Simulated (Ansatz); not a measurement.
Name a neutral molecule of As, C, Si and H with size of the dipole moment (B3LYP/def2-TZVPP) between 1.00 and 1.30 D and size of the dipole moment (ωB97M-V/def2-TZVPP) between 1.00 and 1.30 D (Ansatz, PBE0-D4/def2-TZVP geometry).

`CC[AsH][SiH3]` (1.09 D, 1.07 D); `C[As](C)[SiH3]` (1.05 D, 1.03 D). Other molecules can fit too; these were computed, each in one conformer that needn't be the lowest.

B3LYP here is the variant with VWN-RPA as its local correlation; programs differ in this.
